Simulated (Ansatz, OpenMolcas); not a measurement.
**Errors in the atomisation enthalpy at 298 K**

8 molecules holding Si, Ge, B, Al, Ga, P or As; the atomisation enthalpy at 298 K in kJ/mol, computed less measured. Shapes, held fixed at every level: PBE0-D4/def2-TZVP. Flexible molecules stand in one conformer, not always the lowest. Thermal terms are harmonic and unscaled (PBE0-D4/def2-TZVP); the spin-orbit lowering of the free atoms is taken from their spectra. Programs: Ansatz 0.2.0, OpenMolcas 26.06. A level may come from different programs for different species; with the same settings they agree closely. Measured values: CRC Handbook of Chemistry and Physics, NIST-JANAF tables.

Levels: A = HF/aug-cc-pVDZ; B = SVWN5/aug-cc-pVDZ; C = CCSD(T)/def2-TZVPP.

```json
{"molecule": "B(BO)O (diboron dioxide)", "from tabulated heats": "2095", "A": "-668", "B": "+325", "C": "-74"}
{"molecule": "BBrF2 (SMILES FB(F)Br)", "from tabulated heats": "1661", "A": "-464", "B": "+250", "C": "-45"}
{"molecule": "BClF2 (chlorodifluoroborane)", "from tabulated heats": "1736", "A": "-467", "B": "+252", "C": "-47"}
{"molecule": "BF3 (boron trifluoride)", "from tabulated heats": "1944", "A": "-527", "B": "+264", "C": "-52"}
{"molecule": "SiH3Cl (SMILES [SiH3]Cl)", "from tabulated heats": "1367", "A": "-360", "B": "+85", "C": "-35"}
{"molecule": "SiH2F2 (SMILES F[SiH2]F)", "from tabulated heats": "1836", "A": "-552", "B": "+97", "C": "-64"}
{"molecule": "PH2(PH2) (diphosphine)", "from tabulated heats": "1484", "A": "-556", "B": "+171", "C": "-62"}
{"molecule": "SiH3(SiH3) (disilane)", "from tabulated heats": "2128", "A": "-535", "B": "+152", "C": "-28"}
```

**Question.** Sum up the errors.

**Answer.** 
```csv
level,kind,mean error,mean absolute error,worst case
HF/aug-cc-pVDZ,Hartree–Fock,-516.1,516.1,B(BO)O
SVWN5/aug-cc-pVDZ,LDA,+199.5,199.5,B(BO)O
CCSD(T)/def2-TZVPP,coupled cluster or CI,-50.9,50.9,B(BO)O
```

On this set CCSD(T)/def2-TZVPP has the smallest mean absolute error and HF/aug-cc-pVDZ the largest. HF/aug-cc-pVDZ is too low in 8 of 8; SVWN5/aug-cc-pVDZ is too high in 8 of 8; CCSD(T)/def2-TZVPP is too low in 8 of 8. The heats of SiH3Cl, PH2(PH2) come from older tables and can be uncertain by 10 kJ/mol or more. The tabulated values of B(BO)O, BBrF2, BClF2, BF3, SiH2F2, SiH3(SiH3) are in doubt (older tables, estimates, or at odds with other calculations) and kept here. Hartree–Fock lacks correlation and underbinds. Correlated wave functions converge slowly with the basis. T1 is large for B(BO)O (0.022), so single-reference values are less sure there. Relativity is left out for Br. Outer-core shells of Br are correlated, in sets that cover them unevenly. The set is small.
